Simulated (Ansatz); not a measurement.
Reaction (redistribution): `NC[SiH2]O` + `[NH]=[V]([NH2])([OH])[OH]` → `NC[SiH2]N` + `[NH]=[V]([OH])([OH])[OH]`

Isolated molecules relaxed with PBE0-D4/def2-TZVP in Ansatz; ΔE leaves out vibrations. CBS: MP2 limit from def2 TZ/QZ plus the TZ coupled-cluster correction, frozen cores. Functionals use def2-TZVPP. B3LYP here is the variant with VWN-RPA as its local correlation; programs differ in this. For V outer-core shells are correlated without core-valence functions, which leaves a few kJ/mol of doubt a bond. Scalar relativity is left out up to krypton. One conformer a species, not always the lowest.

`NC[SiH2]O`:

Cartesian coordinates in Å:
```
N 1.202 0.244 -0.769
C -0.229 0.551 -0.652
Si -0.888 -0.523 0.746
O 0.175 -0.366 1.994
H 1.678 0.914 -1.360
H 1.338 -0.667 -1.188
H -0.802 0.451 -1.584
H -0.330 1.593 -0.329
H -0.965 -1.938 0.276
H -2.234 -0.100 1.208
H 1.056 -0.160 1.660
```

`[NH]=[V]([NH2])([OH])[OH]`:

Cartesian coordinates in Å:
```
N -1.012 -0.775 0.832
V 0.182 -0.186 -0.068
N -0.232 1.585 -0.252
O 0.252 -0.983 -1.655
O 1.757 -0.383 0.733
H -1.730 -1.211 1.394
H 0.367 2.201 -0.785
H -1.029 2.067 0.128
H -0.407 -1.609 -1.958
H 1.853 -0.706 1.630
```

`NC[SiH2]N`:

```xyz
12

N     0.035    1.613   -0.394
C    -0.259    0.757    0.758
Si    0.334   -0.982    0.370
N    -0.501   -1.467   -1.051
H    -0.352    2.540   -0.271
H     1.035    1.725   -0.507
H    -1.346    0.702    0.882
H     0.152    1.114    1.714
H     0.028   -1.934    1.473
H     1.828   -0.930    0.245
H    -0.593   -0.760   -1.766
H    -0.362   -2.379   -1.453
```

`[NH]=[V]([OH])([OH])[OH]`:

```xyz
9

N    -0.786   -1.200    0.441
V     0.065    0.086   -0.005
O    -1.007    1.370   -0.581
O     0.948    0.613    1.453
O     1.195   -0.336   -1.299
H    -1.288   -1.998    0.802
H    -1.963    1.313   -0.527
H     1.505    1.389    1.316
H     1.329   -1.237   -1.599
```

Is it downhill or uphill in electronic energy at CCSD(T)/CBS, and by how much? (Best estimate.)

The calculation gave: Uphill: ΔE = +4.5 kcal/mol.

What do these levels give: ωB97M-V, PBE, PBE0, B3LYP, CCSD(T)/def2-TZVPP, SCS-MP2/def2-QZVPP? (An estimate is asked.)

The calculation gave: ωB97M-V 3.3, PBE 2.3, PBE0 2.9, B3LYP 3.1, CCSD(T)/def2-TZVPP 4.0, SCS-MP2/def2-QZVPP 4.1 kcal/mol.

Largest T1 diagnostic among the species: 0.030, so the coupled-cluster value is less sure than usual.
